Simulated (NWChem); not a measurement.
The numbers come from NWChem runs, not from measurements. System: CH3ClOSi, charge 0, spin multiplicity 1, at a geometry optimised with PBE0/def2-SVP. The structure started from a generated list of species. Level: MP2/def2-TZVP, 12 core orbitals frozen.

Output (cleaned and shortened):

```
             Northwest Computational Chemistry Package (NWChem) 7.3.0
             --------------------------------------------------------

                                NWChem Input Module
                                -------------------

 Scaling coordinates for geometry "geometry" by  1.889725989
 (inverse scale =  0.529177249)

 Turning off AUTOSYM since
 SYMMETRY directive was detected!

                             Geometry "geometry" -> ""
                             -------------------------

 Output coordinates in angstroms (scale by  1.889725989 to convert to a.u.)

  No.       Tag          Charge          X              Y              Z
 ---- ---------------- ---------- -------------- -------------- --------------
    1 O                    8.0000    -2.25270300     1.26754200     0.00000000
    2 C                    6.0000    -1.53902300     0.29691800     0.00000000
    3 Si                  14.0000     0.37223900     0.56154500     0.00000000
    4 Cl                  17.0000     1.32500400    -1.27530000     0.00000000
    5 H                    1.0000    -1.97129400    -0.74185500     0.00000000
    6 H                    1.0000     0.74532400     1.31924400    -1.22471100
    7 H                    1.0000     0.74532400     1.31924400     1.22471100

 Effective nuclear repulsion energy (a.u.)     191.5796909955

            Nuclear Dipole moment (a.u.)
            ----------------------------
        X                 Y               Z
 ---------------- ---------------- ----------------
     0.0000113384     0.0000132281     0.0000000000

      Symmetry information
      --------------------

 Group name             Cs
 Group number              2
 Group order               2
 No. of unique centers     6

      Symmetry unique atoms

     1    2    3    4    5    6


 Summary of "ao basis" -> "" (spherical)
 ------------------------------------------------------------------------------
       Tag                 Description            Shells   Functions and Types
 ---------------- ------------------------------  ------  ---------------------
 *                         def2-tzvp                  on all atoms

 Summary of "ao basis" -> "ao basis" (spherical)
 ------------------------------------------------------------------------------
       Tag                 Description            Shells   Functions and Types
 ---------------- ------------------------------  ------  ---------------------
 O                         def2-tzvp                11       31   5s3p2d1f
 C                         def2-tzvp                11       31   5s3p2d1f
 Si                        def2-tzvp                13       37   5s5p2d1f
 Cl                        def2-tzvp                13       37   5s5p2d1f
 H                         def2-tzvp                 4        6   3s1p

                                 NWChem SCF Module
                                 -----------------

  ao basis        = "ao basis"
  functions       =   154
  atoms           =     7
  closed shells   =    24
  open shells     =     0
  charge          =   0.00
  wavefunction    = RHF
  use symmetry    = T
  symmetry adapt  = T

 Summary of "ao basis" -> "ao basis" (spherical)
 ------------------------------------------------------------------------------
       Tag                 Description            Shells   Functions and Types
 ---------------- ------------------------------  ------  ---------------------
 O                         def2-tzvp                11       31   5s3p2d1f
 C                         def2-tzvp                11       31   5s3p2d1f
 Si                        def2-tzvp                13       37   5s5p2d1f
 Cl                        def2-tzvp                13       37   5s5p2d1f
 H                         def2-tzvp                 4        6   3s1p

      Symmetry analysis of basis
      --------------------------

        a'        103
        a"         51

 Forming initial guess at       0.1s

      Superposition of Atomic Density Guess
      -------------------------------------

 Sum of atomic energies:        -862.26816215

      Non-variational initial energy
      ------------------------------

 Total energy =    -863.490683
[...]
 Vector   24  Occ=2.000000D+00  E=-4.074193D-01  Symmetry=a'
              MO Center= -1.3D+00,  5.2D-01, -1.2D-14, r^2= 3.0D+00
   Bfn.  Coefficient  Atom+Function         Bfn.  Coefficient  Atom+Function
  ----- ------------  ---------------      ----- ------------  ---------------
     6      0.283519  1 O  px                 9      0.254127  1 O  px
    77      0.207303  3 Si px                12      0.204466  1 O  px
    40     -0.184915  2 C  px               138      0.175280  5 H  s
    37     -0.173016  2 C  px                 7      0.170481  1 O  py
   139      0.167485  5 H  s                 10      0.153741  1 O  py

 Vector   25  Occ=0.000000D+00  E= 7.480174D-02  Symmetry=a"
              MO Center= -1.1D+00,  4.0D-01,  3.0D-13, r^2= 3.3D+00
   Bfn.  Coefficient  Atom+Function         Bfn.  Coefficient  Atom+Function
  ----- ------------  ---------------      ----- ------------  ---------------
    82      0.630476  3 Si pz               145      0.547506  6 H  s
   151     -0.547506  7 H  s                 45      0.440633  2 C  pz
    14     -0.398144  1 O  pz                 8     -0.238571  1 O  pz
    42      0.226825  2 C  pz                39      0.213756  2 C  pz
    11     -0.192190  1 O  pz               119     -0.151555  4 Cl pz

 Vector   26  Occ=0.000000D+00  E= 1.138436D-01  Symmetry=a'
              MO Center=  6.9D-01,  7.1D-01, -2.9D-16, r^2= 5.7D+00
   Bfn.  Coefficient  Atom+Function         Bfn.  Coefficient  Atom+Function
  ----- ------------  ---------------      ----- ------------  ---------------
    80      1.640125  3 Si px                36      1.492090  2 C  s
    67     -1.101186  3 Si s                 43      0.858763  2 C  px
   104     -0.744393  4 Cl s                 81     -0.728197  3 Si py
   118     -0.414934  4 Cl py                77      0.350519  3 Si px
     5      0.238196  1 O  s                 44      0.203197  2 C  py

 Vector   27  Occ=0.000000D+00  E= 1.289294D-01  Symmetry=a'
              MO Center=  4.8D-01,  4.8D-01, -6.5D-14, r^2= 6.5D+00
   Bfn.  Coefficient  Atom+Function         Bfn.  Coefficient  Atom+Function
  ----- ------------  ---------------      ----- ------------  ---------------
    36      1.892719  2 C  s                 81      1.655630  3 Si py
    80      1.454109  3 Si px               139     -0.857496  5 H  s
   145     -0.774189  6 H  s                151     -0.774189  7 H  s
    44     -0.703612  2 C  py                67     -0.682421  3 Si s
    43      0.671957  2 C  px               104      0.552731  4 Cl s

 center of mass
 --------------
 x =   0.03546610 y =  -0.06308378 z =   0.00000000

 moments of inertia (a.u.)
 ------------------
         355.080497327955         360.257206240580           0.000000000000
         360.257206240580         653.102760434661           0.000000000000
           0.000000000000           0.000000000000         986.590404809734

  Mulliken analysis of the total density
  --------------------------------------

    Atom       Charge   Shell Charges
 -----------   ------   -------------------------------------------------------
    1 O    8     8.37   0.79  1.18  0.59  0.95  0.34  1.82  1.92  0.74  0.00  0.03  0.00
    2 C    6     5.93   0.86  1.12  0.51  0.66  0.09  1.14  1.17  0.20  0.04  0.12  0.01
    3 Si  14    13.44   2.00  0.58  1.39  0.83  0.32  4.12  1.73  0.52  1.30  0.22  0.16  0.23  0.05
    4 Cl  17    17.31   2.01  0.45  1.52  1.08  0.87  4.18  1.69  1.07  2.90  1.51  0.01  0.03  0.00
    5 H    1     0.90   0.26  0.50  0.12  0.02
    6 H    1     1.02   0.24  0.56  0.21  0.01
    7 H    1     1.02   0.24  0.56  0.21  0.01

       Multipole analysis of the density wrt the origin
       ------------------------------------------------

     L   x y z        total         open         nuclear
     -   - - -        -----         ----         -------
     0   0 0 0      0.000000      0.000000     48.000000

     1   1 0 0      0.411683      0.000000      0.000011
     1   0 1 0     -0.299864      0.000000      0.000013
     1   0 0 1      0.000000      0.000000      0.000000

     2   2 0 0    -33.041487      0.000000    327.079510
     2   1 1 0      4.861226      0.000000   -171.253311
     2   1 0 1      0.000000      0.000000      0.000000
     2   0 2 0    -30.634454      0.000000    176.684522
     2   0 1 1     -0.000000      0.000000      0.000000
     2   0 0 2    -27.988945      0.000000     10.712600

                   NWChem MP2 Semi-direct Energy/Gradient Module
                   ---------------------------------------------

  Basis functions       =    154
  Molecular orbitals    =    154
  Frozen core           =     12
  Frozen virtuals       =      0
  Active alpha occupied =     12
  Active beta occupied  =     12
  Active alpha virtual  =    130
  Active beta virtual   =    130
  Use MO symmetry       = T
  Use skeleton AO sym   = T

  AO/Fock/Back tols     =   1.0D-09  1.0D-09  1.0D-09

 GA uses MA = F    GA memory limited = T

 Available:
  local mem=  1.15D+08
 global mem=  1.31D+08
 local disk=  0.00D+00
  mp2_memr nvloc                   130
  nvloc new                   130
   1 passes of  12:        5242880                     126349                  58697522.
   1 passes of  12: M    114679540           G      131024568           F     109436660.

 Semi-direct pass number   1 of   1  for RHF alpha+beta  at       12.4s
  vrange nnbf                 11059
  mp2_eaftype                   223  avail_ma_in_mb                   999
 EAF : mp2_eaftype filesize         223   29348761.
  mp2_eaf for mointskh                    223
Node 0 wrote    138.0 Mb in      0.1 s     Agg I/O rate:  2052.6 Mb/s
 Done moints_semi at       26.5s
  mp2_eaftype                   223  avail_ma_in_mb                   776
 EAF : mp2_eaftype filesize         223   29348761.
  mp2_eaf for kh                   223
 Done maket at       27.2s
 Done multipass loop at       27.2s

          -------------------------------------------
          SCF energy                -863.006650345183
          Correlation energy          -0.679086366768
          Singlet pairs               -0.435278666249
          Triplet pairs               -0.243807700519
          Total MP2 energy          -863.685736711952
          -------------------------------------------

          ---------------------------------------------------
                    Spin Component Scaled (SCS) MP2
          Same spin pairs                     -0.162538467013
          Same spin scaling factor             0.333333333333
          Opposite spin pairs                 -0.516547899756
          Opposite spin scaling fact.          1.200000000000
          SCS-MP2 correlation energy          -0.674036968711
          Total SCS-MP2 energy              -863.680687313894
          ---------------------------------------------------

 -----------------------
 Performance information
 -----------------------

 Timer overhead =  1.99D-07 seconds/call

               Nr. of calls         CPU time (s)                 Wall time (s)                GFlops
             ---------------    -------------------     ------------------------------   -------------------
Name         Min   Avg   Max    Min     Avg     Max     Min     Avg     Max   Mx/calls   Min     Max     Sum
mp2: moin     1     1     1    14.     14.     14.      14.     14.     14.     14.      0.0     0.0     0.0
mp2: make     1     1     1   0.76    0.76    0.76     0.76    0.76    0.76    0.76      0.0     0.0     0.0
mp2: tota     1     1     1    15.     15.     15.      15.     15.     15.     15.      0.0     0.0     0.0

 The average no. of pstat calls per process was 3.00D+00
 with a timing overhead of 5.96D-07s

 Task  times  cpu:       27.2s     wall:       27.2s

 Total times  cpu:       27.2s     wall:       27.2s
```

Q: Write an NWChem input that would produce this output.

A: One answer among several that fit: 
```
start mol
memory heap 200 mb stack 800 mb global 1000 mb
geometry units angstroms nocenter noautoz
  O     -2.252703     1.267542     0.000000
  C     -1.539023     0.296918     0.000000
  Si     0.372239     0.561545     0.000000
  Cl     1.325004    -1.275300     0.000000
  H     -1.971294    -0.741855     0.000000
  H      0.745324     1.319244    -1.224711
  H      0.745324     1.319244     1.224711
  symmetry group Cs
end
basis spherical
  * library def2-tzvp
end
scf
  rhf
  nopen 0
  maxiter 100
  thresh 1e-7
  semidirect memsize 60000000 filesize 0
end
mp2
  freeze core 12
end
task mp2 energy
```
